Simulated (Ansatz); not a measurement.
`C[N](C)[AlH][Cl]`, relaxed with RKS PBE0-D4/def2-TZVP in the Gaussian-basis code of Ansatz from a PBE-D4/def2-SVP geometry. The force threshold is 0.005 eV/Å; the program also tests the step.

Total charge 0; spin multiplicity 1.

Start:

```xyz
12

C     1.347    0.392   -0.098
N    -0.047    0.003    0.023
C    -0.443   -1.028   -0.920
Al   -1.207    0.695    1.198
Cl   -0.485    2.203    2.506
H     1.576    0.796   -1.114
H     1.601    1.176    0.644
H     2.033   -0.473    0.069
H    -1.513   -1.296   -0.790
H     0.155   -1.963   -0.790
H    -0.306   -0.700   -1.978
H    -2.710    0.195    1.248
```

```json
{"step": "1", "energy (eV)": "-22790.7180", "largest force (eV/Å)": "0.545", "largest move (Å)": "0.000"}
{"step": "2", "energy (eV)": "-22790.7625", "largest force (eV/Å)": "0.257", "largest move (Å)": "0.023"}
{"step": "3", "energy (eV)": "-22790.7676", "largest force (eV/Å)": "0.039", "largest move (Å)": "0.013"}
{"step": "4", "energy (eV)": "-22790.7677", "largest force (eV/Å)": "0.012", "largest move (Å)": "0.004"}
{"step": "5", "energy (eV)": "-22790.7677", "largest force (eV/Å)": "0.009", "largest move (Å)": "0.005"}
{"step": "6 (rejected)", "energy (eV)": "-22790.7677", "largest force (eV/Å)": "0.011", "largest move (Å)": "0.004"}
{"step": "7", "energy (eV)": "-22790.7677", "largest force (eV/Å)": "0.002", "largest move (Å)": "0.002"}
```

End:

```xyz
12

C     1.338    0.386   -0.104
N    -0.049    0.009    0.029
C    -0.438   -1.017   -0.910
Al   -1.190    0.689    1.186
Cl   -0.503    2.178    2.498
H     1.553    0.773   -1.109
H     1.600    1.162    0.619
H     2.004   -0.472    0.065
H    -1.492   -1.281   -0.785
H     0.154   -1.933   -0.774
H    -0.297   -0.688   -1.949
H    -2.681    0.194    1.233
```

It took 23 s on 4 threads of an Arm Neoverse V2 on a shared host, with 0.59 GiB of host memory at the peak.
